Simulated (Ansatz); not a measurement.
Molecule: sum formula H₃SiO₂ (charge -1, singlet). It need not be the lowest isomer of its formula. Whether it binds its extra electron was not tested at this geometry. 
Structure (B3LYP-D3(BJ)/def2-TZVP (Ansatz, a quantum-chemistry and plane-wave program) minimum search):
SMILES: O[SiH-]O
```xyz
6

Si    -0.4456    -0.4443     0.0625
O     -0.6593     1.2788    -0.1963
O      1.2728    -0.6627    -0.2222
H     -0.3289    -0.3492     1.6434
H     -0.1528     1.8082     0.4280
H      1.8129    -0.1671     0.4016
```
Charge -1, spin multiplicity 1.

Total electronic energies in hartree. Cores are frozen in the correlated levels unless marked. Spin-orbit coupling is left out. No relativistic terms. CBS marks a two-point X^-3 extrapolation of the correlation energy; Hartree-Fock from the larger set.

```tsv
level	program	energy (Eh)
HF/aug-cc-pV(D+d)Z	Ansatz	-440.48362
HF/aug-cc-pV(T+d)Z	Ansatz	-440.53661
BLYP-D3(BJ)/def2-TZVPD	Ansatz + dftd3	-441.88621
PBE0/def2-QZVPP	Ansatz	-441.63283
wB97X-V/def2-TZVPD	Ansatz	-441.79973
B2GP-PLYP-D4/def2-TZVPD	Ansatz + dftd4	-441.61606
MP2/cc-pwCVTZ	Ansatz	-441.16138
CCSD/cc-pV(5+d)Z	Ansatz	-441.25359
CCSD(T)/CBS(aug-cc-pV(T+d)Z,aug-cc-pV(Q+d)Z)	Ansatz	-441.2981
```

Totals of different functionals don't rank their quality; only differences between species are comparable.
